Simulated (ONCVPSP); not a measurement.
**Reading a pseudo-wave (N (Z = 7))**

Columns: radius, all-electron u(r) and pseudo u(r) of the 2p shell (level -7.46 eV) of nitrogen in the configuration [He] 2s1 2p4; PBEsol, non-relativistic, ONCV scheme, ONCVPSP 4.0.1.

| r (bohr) | all-electron | pseudo |
| --- | --- | --- |
| 0.080 | 0.0498 | 0.0249 |
| 0.160 | 0.1545 | 0.0954 |
| 0.240 | 0.2741 | 0.2000 |
| 0.320 | 0.3892 | 0.3230 |
| 0.400 | 0.4911 | 0.4477 |
| 0.480 | 0.5766 | 0.5603 |
| 0.560 | 0.6456 | 0.6516 |
| 0.640 | 0.6988 | 0.7181 |
| 0.720 | 0.7373 | 0.7610 |
| 0.800 | 0.7629 | 0.7845 |
| 0.880 | 0.7775 | 0.7935 |
| 0.960 | 0.7828 | 0.7929 |
| 1.040 | 0.7805 | 0.7858 |
| 1.120 | 0.7721 | 0.7743 |
| 1.200 | 0.7588 | 0.7596 |
| 1.280 | 0.7419 | 0.7420 |
| 1.360 | 0.7220 | 0.7220 |
| 1.440 | 0.7001 | 0.7001 |
| 1.520 | 0.6766 | 0.6766 |
| 1.600 | 0.6522 | 0.6522 |
| 1.680 | 0.6272 | 0.6272 |
| 1.760 | 0.6019 | 0.6019 |
| 1.840 | 0.5766 | 0.5766 |
| 1.920 | 0.5515 | 0.5515 |
| 2.000 | 0.5268 | 0.5268 |
| 2.080 | 0.5026 | 0.5026 |

How many radial nodes do the two functions have?

The all-electron 2p function has n − l − 1 = 0; the pseudo-wave has 0.

At about which radius was the pseudo-wave matched?

1.45 bohr. The columns agree to 0.0005 from 1.28 bohr on; several derivatives are matched, so the curves merge somewhat inside the radius.

Is the pseudo-wave norm-conserving?

Yes: the ONCV scheme keeps the norm inside the radius equal to the all-electron one, which fixes the energy derivative of the logarithmic derivative at the level.
